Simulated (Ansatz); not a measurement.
A short molecular-dynamics run on C2H3I, SMILES `C=CI`.

```yaml
crystal:
  periodic: [false, false, false]
  atoms:
    - {symbol: C, position_ang: [-0.622971, 0.068683, -0.457442]}
    - {symbol: C, position_ang: [0.372872, 0.151343, 0.404444]}
    - {symbol: I, position_ang: [1.844549, -1.301734, 0.608640]}
    - {symbol: H, position_ang: [-0.748788, -0.771198, -1.129510]}
    - {symbol: H, position_ang: [-1.355588, 0.868169, -0.507335]}
    - {symbol: H, position_ang: [0.509916, 0.984727, 1.081203]}
basis:
  gaussian: {orbitals: def2-SVP}
hamiltonian: {xc: {name: BLYP}, dispersion: d4}
md: {timestep: 0.5 fs, n_steps: 20, ensemble: nvt_langevin, temperature: 1500, initial_velocities: maxwell_boltzmann, friction: 0.01, seed: 533}
```

```sh
$ ansatz run in.yaml --threads 4 --pin off --events-out ev --progress --plain --max-ram 10444MiB
```

```tsv
step	time (fs)	potential energy (eV)	kinetic (eV)	T (K)	conserved (eV)
0	0.0	-10218.8531	0.9695	1250	–
1	0.5	-10218.8235	1.0176	1312	–
2	1.0	-10218.7178	0.9316	1201	–
3	1.5	-10218.5609	0.8188	1056	–
4	2.0	-10218.3919	0.5558	717	–
5	2.5	-10218.2562	0.4391	566	–
6	3.0	-10218.1692	0.3349	432	–
7	3.5	-10218.1315	0.3048	393	–
8	4.0	-10218.1435	0.3170	409	–
9	4.5	-10218.2030	0.3714	479	–
10	5.0	-10218.2954	0.4594	592	–
11	5.5	-10218.3965	0.5041	650	–
12	6.0	-10218.4809	0.5664	730	–
13	6.5	-10218.5255	0.5860	756	–
14	7.0	-10218.5116	0.5436	701	–
15	7.5	-10218.4387	0.4173	538	–
16	8.0	-10218.3167	0.3969	512	–
17	8.5	-10218.1837	0.2582	333	–
18	9.0	-10218.1471	0.2124	274	–
19	9.5	-10218.2426	0.3167	408	–
20	10.0	-10218.4116	0.4930	636	–
```

Velocities are drawn at the set temperature; a run this short doesn't reach equilibrium.

Frames (Å, forces in eV/Å):

```xyz
6
time=0.0 fs
C    -0.623    0.069   -0.457   -0.559   -0.012   -0.461
C     0.373    0.151    0.404    0.301    0.189    0.372
I     1.845   -1.302    0.609    0.685   -0.630    0.126
H    -0.749   -0.771   -1.130   -0.098   -0.446   -0.382
H    -1.356    0.868   -0.507   -0.406    0.426   -0.039
H     0.510    0.985    1.081    0.076    0.474    0.383
6
time=0.5 fs
C    -0.617    0.061   -0.453   -1.566    0.932   -0.734
C     0.370    0.155    0.397    1.282    1.026    1.770
I     1.844   -1.302    0.609    0.699   -0.656    0.109
H    -0.742   -0.761   -1.131   -0.149   -0.739   -0.580
H    -1.353    0.885   -0.498   -0.014   -0.107   -0.056
H     0.540    1.004    1.110   -0.252   -0.457   -0.509
6
time=1.0 fs
C    -0.613    0.053   -0.449   -2.461    1.731   -0.996
C     0.367    0.159    0.390    2.224    1.641    2.973
I     1.843   -1.302    0.608    0.713   -0.679    0.092
H    -0.738   -0.754   -1.134   -0.191   -0.960   -0.735
H    -1.350    0.902   -0.489    0.297   -0.573   -0.085
H     0.571    1.024    1.140   -0.582   -1.160   -1.250
6
time=1.5 fs
C    -0.609    0.046   -0.447   -3.241    2.399   -1.224
C     0.365    0.163    0.383    3.068    2.041    3.944
I     1.842   -1.301    0.608    0.728   -0.702    0.076
H    -0.736   -0.750   -1.137   -0.225   -1.111   -0.847
H    -1.348    0.919   -0.478    0.551   -0.992   -0.130
H     0.600    1.040    1.168   -0.881   -1.635   -1.820
6
time=2.0 fs
C    -0.607    0.040   -0.445   -3.808    2.936   -1.349
C     0.363    0.167    0.378    3.716    2.254    4.625
I     1.842   -1.301    0.607    0.747   -0.729    0.062
H    -0.737   -0.746   -1.139   -0.252   -1.227   -0.938
H    -1.346    0.934   -0.466    0.726   -1.322   -0.180
H     0.628    1.052    1.194   -1.128   -1.913   -2.221
6
time=2.5 fs
C    -0.606    0.034   -0.443   -4.132    3.235   -1.457
C     0.363    0.171    0.373    4.155    2.321    5.032
I     1.841   -1.301    0.607    0.767   -0.755    0.052
H    -0.738   -0.747   -1.142   -0.259   -1.234   -0.933
H    -1.340    0.946   -0.459    0.790   -1.526   -0.223
H     0.653    1.059    1.211   -1.321   -2.041   -2.472
6
time=3.0 fs
C    -0.606    0.028   -0.441   -4.307    3.322   -1.591
C     0.363    0.176    0.369    4.468    2.288    5.249
I     1.840   -1.300    0.606    0.787   -0.776    0.046
H    -0.739   -0.751   -1.147   -0.248   -1.136   -0.830
H    -1.332    0.952   -0.451    0.771   -1.628   -0.268
H     0.675    1.062    1.220   -1.470   -2.070   -2.605
6
time=3.5 fs
C    -0.607    0.023   -0.439   -4.317    3.242   -1.716
C     0.364    0.181    0.367    4.622    2.181    5.291
I     1.839   -1.300    0.606    0.807   -0.795    0.042
H    -0.741   -0.757   -1.153   -0.215   -0.949   -0.641
H    -1.323    0.954   -0.445    0.687   -1.642   -0.311
H     0.693    1.061    1.224   -1.583   -2.038   -2.665
6
time=4.0 fs
C    -0.609    0.018   -0.437   -4.118    2.981   -1.809
C     0.366    0.187    0.366    4.598    2.001    5.174
I     1.838   -1.299    0.606    0.828   -0.809    0.039
H    -0.742   -0.765   -1.161   -0.166   -0.681   -0.377
H    -1.312    0.950   -0.439    0.515   -1.540   -0.353
H     0.706    1.055    1.225   -1.657   -1.953   -2.675
6
time=4.5 fs
C    -0.611    0.015   -0.435   -3.742    2.551   -1.873
C     0.368    0.193    0.366    4.430    1.731    4.899
I     1.837   -1.298    0.606    0.849   -0.819    0.038
H    -0.742   -0.775   -1.170   -0.106   -0.356   -0.061
H    -1.299    0.941   -0.433    0.257   -1.312   -0.396
H     0.715    1.044    1.221   -1.688   -1.794   -2.607
6
time=5.0 fs
C    -0.614    0.012   -0.434   -3.166    2.043   -1.831
C     0.371    0.199    0.367    4.077    1.345    4.414
I     1.836   -1.298    0.606    0.871   -0.829    0.041
H    -0.745   -0.786   -1.179   -0.042   -0.046    0.243
H    -1.285    0.928   -0.429   -0.076   -0.971   -0.435
H     0.719    1.027    1.211   -1.665   -1.541   -2.431
6
time=5.5 fs
C    -0.618    0.011   -0.434   -2.408    1.502   -1.657
C     0.374    0.205    0.370    3.550    0.831    3.707
I     1.835   -1.297    0.606    0.891   -0.839    0.046
H    -0.748   -0.797   -1.185    0.012    0.211    0.493
H    -1.271    0.914   -0.426   -0.467   -0.534   -0.470
H     0.720    1.008    1.195   -1.578   -1.173   -2.120
6
time=6.0 fs
C    -0.622    0.009   -0.434   -1.528    0.942   -1.391
C     0.378    0.211    0.374    2.891    0.165    2.793
I     1.833   -1.297    0.606    0.910   -0.846    0.054
H    -0.751   -0.805   -1.190    0.050    0.393    0.673
H    -1.257    0.900   -0.425   -0.914   -0.001   -0.499
H     0.719    0.987    1.174   -1.409   -0.653   -1.631
6
time=6.5 fs
C    -0.627    0.008   -0.434   -0.554    0.433   -1.001
C     0.382    0.217    0.379    2.086   -0.715    1.627
I     1.832   -1.296    0.606    0.925   -0.846    0.066
H    -0.754   -0.808   -1.192    0.069    0.460    0.747
H    -1.243    0.886   -0.423   -1.399    0.598   -0.524
H     0.713    0.965    1.149   -1.127    0.070   -0.914
6
time=7.0 fs
C    -0.632    0.008   -0.435    0.387    0.059   -0.523
C     0.386    0.222    0.385    1.147   -1.847    0.190
I     1.831   -1.296    0.606    0.930   -0.836    0.079
H    -0.759   -0.809   -1.190    0.078    0.435    0.733
H    -1.232    0.876   -0.423   -1.821    1.145   -0.542
H     0.704    0.942    1.122   -0.721    1.044    0.063
6
time=7.5 fs
C    -0.637    0.007   -0.436    1.181   -0.106   -0.008
C     0.390    0.226    0.391    0.143   -3.130   -1.402
I     1.831   -1.296    0.606    0.930   -0.821    0.094
H    -0.764   -0.809   -1.186    0.079    0.347    0.657
H    -1.226    0.870   -0.424   -2.097    1.524   -0.549
H     0.696    0.924    1.098   -0.235    2.187    1.208
6
time=8.0 fs
C    -0.640    0.006   -0.438    1.778   -0.020    0.520
C     0.394    0.229    0.397   -0.885   -4.514   -3.071
I     1.830   -1.296    0.607    0.934   -0.811    0.112
H    -0.768   -0.808   -1.181    0.076    0.223    0.545
H    -1.224    0.868   -0.426   -2.201    1.677   -0.553
H     0.688    0.908    1.077    0.297    3.444    2.447
6
time=8.5 fs
C    -0.643    0.005   -0.439    2.163    0.283    1.016
C     0.399    0.231    0.404   -1.801   -5.765   -4.569
I     1.829   -1.296    0.607    0.946   -0.805    0.130
H    -0.773   -0.807   -1.174    0.072    0.069    0.407
H    -1.227    0.868   -0.427   -2.149    1.620   -0.549
H     0.680    0.896    1.062    0.769    4.597    3.565
6
time=9.0 fs
C    -0.646    0.004   -0.439    2.301    0.770    1.425
C     0.402    0.232    0.410   -2.323   -6.264   -5.272
I     1.828   -1.296    0.607    0.955   -0.797    0.147
H    -0.777   -0.806   -1.167    0.063   -0.106    0.255
H    -1.236    0.872   -0.430   -1.930    1.351   -0.530
H     0.673    0.898    1.058    0.933    5.046    3.975
6
time=9.5 fs
C    -0.648    0.002   -0.439    2.199    1.381    1.712
C     0.406    0.231    0.414   -2.411   -5.817   -5.022
I     1.827   -1.296    0.608    0.960   -0.789    0.161
H    -0.783   -0.805   -1.160    0.059   -0.260    0.123
H    -1.250    0.879   -0.436   -1.550    0.886   -0.492
H     0.668    0.913    1.064    0.742    4.598    3.518
6
time=10.0 fs
C    -0.650    0.002   -0.438    1.907    2.040    1.881
C     0.409    0.230    0.417   -2.202   -4.656   -4.094
I     1.827   -1.296    0.608    0.959   -0.777    0.175
H    -0.788   -0.806   -1.152    0.057   -0.373    0.024
H    -1.270    0.889   -0.444   -1.058    0.293   -0.440
H     0.665    0.940    1.077    0.337    3.474    2.455
```

Hardware: 4 threads of an Arm Neoverse V1 on a shared host. Wall time 12 s, peak host memory 0.32 GiB.
